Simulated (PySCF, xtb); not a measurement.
W(O)(S)(NH2)2 (H4N2OSW), SMILES [NH2][W]([NH2])(=[O])=[S], multiplicity 1. Other conformers were not sampled.

Harmonic wavenumbers (cm⁻¹) from GFN2-xTB (xtb) at its own minimum, in rising order: 140, 145, 153, 166, 195, 252, 281, 461, 468, 478, 497, 503, 509, 518, 846, 1470, 1471, 3253, 3257, 3266, 3273.

Task: What does PBE0-D3(BJ)/def2-SVP (PySCF) give at its own minimum? (The exact figures need the calculation; the answer reports its results.)

Result: 148, 187, 190, 219, 245, 304, 345, 438, 460, 543, 642, 659, 703, 718, 1026, 1503, 1506, 3586, 3590, 3693, 3693. Paired by order, the mean absolute difference is 136 cm⁻¹ and the zero-point energies are 30.9 and 34.9 kcal/mol.
